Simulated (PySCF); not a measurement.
Species: C5H11NSSi.
Z-matrix (Å and degrees, GFN2-xTB geometry), rows numbered from 1:
```
C 
C   1  1.3271
C   2  1.4730  1  124.67
N   3  1.2638  2  127.23  1    -2.22
C   3  1.5052  2  115.51  1   176.73
C   5  1.5243  3  109.51  2   -77.71
S   6  1.8273  5  112.38  3   174.23
Si  7  2.1434  6  101.68  5    70.48
H   1  1.0791  2  122.28  3    -0.74
H   1  1.0766  2  121.93  3   179.48
H   2  1.0818  1  119.83  3  -179.45
H   4  1.0176  3  115.29  2     0.11
H   5  1.0919  3  110.36  2    42.69
H   5  1.0903  3  108.68  2   162.53
H   6  1.0902  5  111.10  3    56.86
H   6  1.0896  5  110.73  3   -64.40
H   8  1.4593  7  109.58  6   -74.35
H   8  1.4574  7  106.72  6    45.77
H   8  1.4508  7  103.06  6   166.03
```

Computed at PBE0/pcSseg-1 (PySCF, non-relativistic), with Q(14N) = 0.02044 b, Q(33S) = −0.0678 b: N4, 14N (I = 1): χzz = -4.567 MHz, η = 0.321; S7, 33S (I = 3/2): χzz = 36.53 MHz, η = 0.848.

Problem. Where would the pure quadrupole (NQR) lines of 14N at N4 fall for the rigid, isolated species?

Solution. From ν± = (3/4)|χ|(1 ± η/3) and ν0 = |χ|η/2: ν+ 3.791 MHz, ν− 3.059 MHz, ν0 0.733 MHz (imine nitrogen).

Problem. Where would the pure quadrupole (NQR) lines of 33S at S7 fall for the rigid, isolated species?

Solution. From ν = (|χ|/2)√(1 + η²/3): ν = 20.34 MHz (sulfur bonded to C and Si).

In a crystal, neighbours and librations shift these lines. GFN2-xTB frequencies show an imaginary mode (28i cm⁻¹), so this geometry is no minimum at that level. GFN2-xTB bond lengths can be off by several hundredths of an ångström, more for odd bonds, and the gradients follow them. The basis is small and wasn't made for field gradients, so the couplings can be 20 % off.

One conformer stands for the species.
